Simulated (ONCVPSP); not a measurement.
**Logarithmic derivatives: silicon (Si), ONCV**

```json
{
  "Element": "silicon",
  "Generator": "ONCVPSP 4.0.1",
  "Type": "optimised norm-conserving Vanderbilt (ONCV)",
  "Functional": "PBEsol",
  "Relativity": "scalar-relativistic",
  "Frozen core": "[He]",
  "Valence charge": "12",
  "Reference configuration": "2s2 2p6 3s2 3p2",
  "Partial waves": "2s+3s: rc 0.95 bohr, ncon 4, nbas 8, qcut 14.2 1/bohr, 2 projectors; 2p+3p: rc 1.05 bohr, ncon 4, nbas 8, qcut 10.1 1/bohr, 2 projectors; d scattering state at 0.1 Ha: rc 1.05 bohr, ncon 5, nbas 8, qcut 7.7 1/bohr, 2 projectors, debl 1.3 Ha",
  "Local potential": "polynomial inside 0.75 bohr (lpopt 5, dvloc0 1 Ha)",
  "Core correction": "Teter function, fcfact 4, rcfact 1.4"
}
```

The phase is arctan(r·R′/R) of the radial function R(r), unwrapped; energies in Ha, scanned from -7 to 5 Ha. A pole is an energy at which the radial function vanishes at the test radius. The pseudo phase is shifted by a multiple of π to meet the all-electron one at the reference energy, and phase errors are pseudo minus all-electron; the curves can meet again beyond the range given. Levels narrower than the energy grid can be missing from the lists of poles.

Task: For each channel, where are the poles, and over which energies does the pseudopotential scatter like the atom?

Result:

```tsv
channel	radius (bohr)	reference energy (Ha)	poles, all-electron	poles, pseudo	unbroken range about the reference energy with phases within 0.05 rad	phase error 1 Ha above the reference energy (rad)
s	0.97	-0.40	-3.96	-3.96	the whole range	+0.000
p	1.06	-0.15	-2.92	-2.92	the whole range	+0.000
d	1.06	0.10	none	none	the whole range	+0.000
```

Phases in the s channel:

| E (Ha) | all-electron | pseudo |
| --- | --- | --- |
| -6.96 | 0.411 | 0.411 |
| -6.32 | -0.267 | -0.267 |
| -5.68 | -0.953 | -0.953 |
| -5.04 | -1.308 | -1.308 |
| -4.40 | -1.490 | -1.490 |
| -3.76 | -1.602 | -1.602 |
| -3.12 | -1.683 | -1.683 |
| -2.48 | -1.750 | -1.750 |
| -1.84 | -1.812 | -1.812 |
| -1.20 | -1.873 | -1.873 |
| -0.56 | -1.941 | -1.941 |
| 0.08 | -2.020 | -2.020 |
| 0.72 | -2.118 | -2.118 |
| 1.36 | -2.248 | -2.248 |
| 2.00 | -2.426 | -2.426 |
| 2.64 | -2.676 | -2.677 |
| 3.28 | -3.007 | -3.009 |
| 3.92 | -3.375 | -3.378 |
| 4.56 | -3.699 | -3.703 |
